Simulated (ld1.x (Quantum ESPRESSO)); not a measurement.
# Which change was made? (W, TM)

ld1.x (Quantum ESPRESSO) 7.5 input, shortened:

```
&input
   title='W', zed=74., rel=1, dft='PZ', iswitch=3,
   config='[Xe] 4f14 5d4 6s0 6p0'
 /
 &inputp
   pseudotype=2, tm=.true., lloc=1,
   nlcc=.false.
 /
3
6S  1  0   0.00   0.00  2.70  2.70  0.0
5D  3  2   4.00   0.00  2.55  2.55  0.0
6P  2  1   0.00   0.00  2.75  2.75  0.0
 &test
   configts(1)='5d4 6s0 6p0'
 /
```

Cutoffs, loose and tight: the cutoffs (Ry, on a coarse ladder) from which the occupation-weighted sum of valence levels, in a spherical-Bessel basis at the reference potential, stays within 10 and 1 mRy of its value at 400 Ry. They do not see the model core or the augmentation charge, which bear on the density cutoff. Test errors are all-electron minus pseudo excitation energies from the reference, over the configurations 5d4 6s2 6p0; 5d4 6s1 6p0; 5d3 6s0 6p0; 5d5 6s0 6p0; 5d3 6s2 6p0; 5d2 6s0 6p0; 5d5 6s1 6p0 (two spin-polarised tests are not counted in the largest error); variants that change the core or the reference have their own tests.

The base gives: outcome: generated; cutoff, loose: 30 Ry; cutoff, tight: 35 Ry; bound ghosts: none; largest test error (meV): +79.

**Question.** After one change the result is: outcome: generated; cutoff, loose: 30 Ry; cutoff, tight: 35 Ry; bound ghosts: s, p (extra level of the local part); largest test error (meV): +116. Which change was it?
A. all radii scaled by about 0.82 (s 2.22, p 2.28, d 2.10 bohr)
B. all radii scaled by about 0.73 (s 1.98, p 2.02, d 1.88 bohr)
C. all radii scaled by about 1.05 (s 2.84, p 2.88, d 2.68 bohr)
D. all radii scaled by about 1.29 (s 3.50, p 3.56, d 3.30 bohr)

**Answer.** B. The others give: all radii scaled by about 1.29 (s 3.50, p 3.56, d 3.30 bohr) → outcome: generated; cutoff, loose: 21 Ry; cutoff, tight: 25 Ry; bound ghosts: none; largest test error (meV): +302 | all radii scaled by about 0.82 (s 2.22, p 2.28, d 2.10 bohr) → outcome: generated; cutoff, loose: 30 Ry; cutoff, tight: 35 Ry; bound ghosts: s; largest test error (meV): +71 | all radii scaled by about 1.05 (s 2.84, p 2.88, d 2.68 bohr) → outcome: generated; cutoff, loose: 25 Ry; cutoff, tight: 30 Ry; bound ghosts: none; largest test error (meV): +72.
